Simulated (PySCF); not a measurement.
1,1-dibromo-2-chloroethene (C₂HBr₂Cl), SMILES BrC(Br)=CCl.

The structure is a stationary point at B3LYP-D3(BJ)/def2-SVP.

Calculation: SMD-B3LYP/def2-SVP (PySCF).

Solvation free energies are E(SMD) − E(gas) at the gas-phase geometry, for 1 M in both phases. Bromine has the revised SMD18 radius of 2.60 Å. In vacuum the dipole moment is 0.74 D.

Question: Estimate the solvation free energies in water, chlorobenzene, acetone. (The exact figures need the calculation; the answer reports its results.)

Answer: 
```csv
solvent,ΔG(solv) (kcal/mol),its non-electrostatic (CDS) part,dipole (D)
water,-0.7,1.0,1.18
chlorobenzene,-5.4,-4.1,1.05
acetone,-5.0,-3.4,1.15
```
